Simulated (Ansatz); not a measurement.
Geometry optimisation, RKS PBE/def2-mTZVP (Ansatz 0.2.0).

input.yaml

```yaml
crystal:
  periodic: [false, false, false]
  atoms:
    - { symbol: Ga, position_ang: [-1.3546, -0.6538, 0.1949] }
    - { symbol: O, position_ang: [0.7441, -0.3962, 0.8078] }
    - { symbol: C, position_ang: [2.1092, -0.107, 1.0482] }
    - { symbol: H, position_ang: [0.1191, -1.337, 1.3919] }
    - { symbol: C, position_ang: [-2.1565, 0.4679, -1.4465] }
    - { symbol: H, position_ang: [2.2701, 0.1603, 2.0962] }
    - { symbol: H, position_ang: [2.3693, 0.7413, 0.4162] }
    - { symbol: H, position_ang: [2.7376, -0.9611, 0.7779] }
    - { symbol: H, position_ang: [-1.9015, 0.0055, -2.4098] }
    - { symbol: H, position_ang: [-3.2423, 0.6147, -1.4363] }
    - { symbol: H, position_ang: [-1.6944, 1.4654, -1.4404] }
basis:
  gaussian: { orbitals: def2-mTZVP }
hamiltonian:
  xc: pbe
relax:
  f_tol: 0.15
  max_steps: 25
  restrain:
    - { distance: [3, 1], at: 0.97, k: 30.0 }
    - { distance: [0, 1], at: 3.18, k: 30.0 }
    - { distance: [0, 3], at: 2.83, k: 30.0 }
```

Command:

```bash
$ ansatz run input.yaml --threads 2 --pin off --max-ram 3072MiB --backend cpu --events-out ev --progress --plain --runs-dir out
```

Q: Where does it end, and by what steps?

A: The run converged. The restraints hold the end off the free minimum. After 8 steps the energy has fallen by 1.013 eV (the restraints' own energy left out); Ga1 moved furthest, 0.67 Å. Joined: O2–H4 (1.27 → 0.97 Å).

```json
{"step": "0", "energy less start (eV)": "0.0000", "largest force component (eV/Å)": "2.095", "accepted": "yes"}
{"step": "1", "energy less start (eV)": "-0.0869", "largest force component (eV/Å)": "4.666", "accepted": "yes"}
{"step": "2", "energy less start (eV)": "-0.1767", "largest force component (eV/Å)": "6.454", "accepted": "yes"}
{"step": "3", "energy less start (eV)": "-0.3988", "largest force component (eV/Å)": "4.786", "accepted": "yes"}
{"step": "4", "energy less start (eV)": "-0.6807", "largest force component (eV/Å)": "3.121", "accepted": "yes"}
{"step": "5", "energy less start (eV)": "-0.8933", "largest force component (eV/Å)": "0.965", "accepted": "yes"}
{"step": "6", "energy less start (eV)": "-0.9673", "largest force component (eV/Å)": "0.532", "accepted": "yes"}
{"step": "7", "energy less start (eV)": "-1.0017", "largest force component (eV/Å)": "0.324", "accepted": "yes"}
{"step": "8", "energy less start (eV)": "-1.0134", "largest force component (eV/Å)": "0.166", "accepted": "yes"}
```

```xyz
11
Properties=species:S:1:pos:R:3
Ga -1.958 -0.820 -0.054
O 0.958 -0.073 0.957
C 2.362 -0.190 1.216
H 0.501 -0.837 1.350
C -2.452 0.444 -1.594
H 2.587 -0.120 2.295
H 2.846 0.651 0.704
H 2.784 -1.130 0.820
H -2.092 0.051 -2.561
H -3.542 0.588 -1.681
H -1.993 1.437 -1.452
```

The run took 17 s on 2 threads of AMD EPYC 7B13 (Zen 3) (shared host), peak memory 0.17 GiB.
